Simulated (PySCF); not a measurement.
Start geometry of `BNBCl` from a GFN2-xTB structure with every atom displaced at random (by about 0.01 Å) (Å):
```
atom  x, y, z in Å
B1    -1.2778    0.3051   -0.1069
N2    -0.0395   -0.2498   -0.3531
B3     1.1334   -0.0712    0.3817
Cl4    2.6049   -0.8861   -0.1119
H5    -2.1887    0.0671   -0.8376
H6    -1.4233    1.0531    0.7990
H7     0.0456   -0.8658   -1.1501
H8     1.2006    0.6285    1.3265
```

Question: What comes out of this run: PySCF, PBE0-D3(BJ)/def2-SVP geometry optimisation, gas phase?

Answer: 
```
atom  x, y, z in Å
B1    -1.172    0.678   -0.001
N2     0.090    0.089   -0.267
B3     1.270    0.301    0.488
Cl4    2.761   -0.512    0.022
H5    -2.105    0.419   -0.723
H6    -1.282    1.422    0.942
H7     0.163   -0.536   -1.066
H8     1.275    1.025    1.446
```

The energy falls by 1.6 kcal/mol over 6 energy and gradient evaluations, the largest force component goes from 0.0222 to 2.1e-04 Eh/bohr, and the atoms move by 0.037 Å rms after alignment. The bond that changes most is B1–N2 (three-coordinate boron to boron-bound nitrogen), which lengthens by 0.039 Å. Bonds longer at the end by more than 0.005 Å: 7 of 7; shorter: 0. Among the angles that change most is B1–N2–B3, from 127.5° to 125.4°. Rotational constants go from 42731, 2621, 2469 to 41196, 2568, 2417 MHz. The orientation of the end geometry is arbitrary; only internal coordinates are fixed.

The run used 80 basis functions and 35 SCF cycles in all. The run took 9.1 s on Arm Neoverse V2, one thread (shared host), and the process peaked at 0.34 GiB of memory.

Not checked by PBE0-D3(BJ)/def2-SVP frequencies. One conformer, not necessarily the lowest.
